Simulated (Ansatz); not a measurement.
Two structures, one formula

The two ends of one reaction step of BH$_{4}$Cl$_{2}$OF, closed shell (PBE0-D4/def2-TZVP).

A:

```
9
angstrom
B -0.1222 0.6842 -0.6066
H -0.5026 -0.3807 -1.0456
Cl 1.2581 1.3562 -1.5427
Cl -1.5182 1.8204 -0.3160
H 0.4633 -0.5889 1.0386
O 0.4225 0.3794 0.8848
H -0.0713 -1.8632 -0.3701
F 0.2554 -2.1988 0.4414
H -0.1849 0.7915 1.5161
```

B:

```xyz
9
angstrom
B 0.1431 1.4343 -0.1255
H -1.1948 -1.6778 -1.5534
Cl 1.3439 1.2218 -1.3603
Cl -0.9700 2.7860 -0.1629
H 0.8141 -1.0804 0.9121
O 0.0869 0.5275 0.8787
H -0.6928 -1.9351 -1.0633
F 1.0774 -1.9743 0.9509
H -0.6075 0.6980 1.5237
```

Computed with Ansatz 0.2.0 (basis: def2-TZVPP); correlated methods freeze the cores. B3LYP uses VWN-RPA correlation.

Which structure is lower at CCSD(T), and by how much? (Judge from chemistry; the value comes from the calculation.)

The calculation gives: B, by 66.5 kJ/mol (electronic energy, against the other). By their contacts, A is a complex of BH₃Cl₂O ([OH2][BH]([Cl])[Cl]) + HF and B is a complex of BHCl₂O ([OH][B]([Cl])[Cl]) + HF + H₂.

All methods give the same order:

| method | E(B) − E(A) (kJ/mol) |
| --- | --- |
| SPW92 | -24.1 |
| PBE-D4 | -60.0 |
| BLYP-D4 | -78.3 |
| r2SCAN-D4 | -64.7 |
| B97M-V | -69.5 |
| PBE0-D4 | -56.5 |
| B3LYP-D4 | -72.9 |
| r2SCAN0-D4 | -60.4 |
| BHLYP-D4 | -69.6 |
| CAM-B3LYP-D4 | -65.7 |
| wB97X-V | -62.3 |
| wB97M-V | -62.1 |
| B2PLYP | -72.6 |
| PBE-QIDH | -57.7 |
| RPA on PBE | -71.3 |
| HF | -92.8 |
| MP2 | -66.7 |
| CCSD | -68.2 |
| CCSD(T) | -66.5 |

T1 diagnostic: at most 0.011.

Labels in which every atom is bracketed show which atoms are joined, not bond orders.

For scale, one of the runs: CCSD(T)/def2-TZVPP, 233 basis functions, launched by `ansatz run in.yaml --threads 4 --pin off --events-out ev --progress --plain --max-ram 9574MiB`. Hardware: 4 CPU threads of an Intel Xeon Platinum 8259CL, shared host. Wall time 88 s; peak host memory 4.2 GiB.
